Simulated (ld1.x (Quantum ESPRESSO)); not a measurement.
## cadmium (Cd): one change to a PAW potential, before and after

cadmium, PAW, made with ld1.x (Quantum ESPRESSO) 7.5 (LDA (PZ), scalar-relativistic). Core [Ar] 3d10 4s2, reference 4p6 4d10 5s1.75 5p0.25. Waves: 5s (bound): rcut 2.10, rcutus 2.25 bohr; 5s channel at 0.2 Ry: rcut 2.10, rcutus 2.25 bohr; 4p (bound): rcut 1.30, rcutus 1.45 bohr; 5p (bound): rcut 1.30, rcutus 1.45 bohr; 4d (bound): rcut 1.15, rcutus 1.60 bohr; 4d channel at -0.6 Ry: rcut 1.15, rcutus 1.60 bohr. Local part: all-electron potential smoothed inside 2.10 bohr (lloc = -1). Core correction: a·sin(br)/r model core, default radius (core density twice the valence density). Augmentation charge: BESSEL, radius 1.00 bohr.

All-electron outer shells of the reference configuration (LDA (PZ), scalar-relativistic, ld1.x):

| shell | level (eV) | outermost node (bohr) | outermost maximum (bohr) |
| --- | --- | --- | --- |
| 3d | -394.52 | – | 0.27 |
| 4s | -106.36 | 0.43 | 0.79 |
| 4p | -67.51 | 0.43 | 0.84 |
| 4d | -12.40 | 0.42 | 0.98 |
| 5s | -6.31 | 1.06 | 2.32 |
| 5p | -1.61 | 1.20 | 3.21 |

Change: wave 4d channel at -0.6 Ry: rcut 1.15, rcutus 1.60 bohr becomes 4d channel at -0.8 Ry: rcut 1.15, rcutus 1.60 bohr.

Cutoffs: the cutoffs (Ry, on a coarse ladder) from which the occupation-weighted sum of valence levels, in a spherical-Bessel basis at the reference potential, stays within 10 and 1 mRy of its value at 400 Ry; they do not see the model core or the augmentation charge, which bear on the density cutoff. Errors are all-electron minus pseudo energies relative to the spin-unpolarised reference configuration.

Task: What does the change do?

Result: The potential gets neither clearly harder nor softer (60 Ry and 100 Ry → 60 Ry and 100 Ry); of the 9 tests that both files solve, the error grows in 5 and shrinks in 1 by more than 15 % and 0.3 meV (median size 0.7 → 1.7 meV); neither file shows a bound ghost.

| quantity | base | changed |
| --- | --- | --- |
| cutoff, loose | 60 Ry | 60 Ry |
| cutoff, tight | 100 Ry | 100 Ry |
| bound ghosts | none | none |
| error for 4p6 4d10 5s2 5p0, meV [ΔE -1.17 eV] | +0.3 | +0.5 |
| error for 4p6 4d10 5s1 5p0, meV [ΔE 8.46 eV] | -0.7 | -2.0 |
| error for 4p6 4d10 5s0 5p0, meV [ΔE 25.98 eV] | +0.8 | -3.1 |
| error for 4p5 4d10 5s2 5p0, meV [ΔE 73.06 eV] | -53 | -56 |
| error for 4p6 4d9 5s0 5p0, meV [ΔE 64.24 eV] | -23 | -32 |
| error for 4p6 4d10 5s0 5p2, meV [ΔE 8.75 eV] | +2.4 | +1.0 |
| error for 4p6 4d10 5s1 5p1, meV [ΔE 3.62 eV] | +0.1 | -0.4 |
| error for 4p6 4d10 5s1.75 5p0.25 (spin-polarised), meV [ΔE -0.03 eV] | 0.0 | 0.0 |
| error for 4p6 4d10 5s1 5p0 (spin-polarised), meV [ΔE 8.27 eV] | -0.4 | -1.7 |
| s: phases at 2.45 bohr within 0.05 rad from the reference energy up to (Ry; the scan ends near 5) | 2.8 | 2.8 |
| p: phases at 2.45 bohr within 0.05 rad from the reference energy up to (Ry; the scan ends near 5) | to the end of the scan | to the end of the scan |
| d: phases at 2.45 bohr within 0.05 rad from the reference energy up to (Ry; the scan ends near 5) | to the end of the scan | to the end of the scan |
| lowest overlap eigenvalue by channel | s 0.41, p 0.13, d 0.95 | s 0.41, p 0.13, d 0.94 |
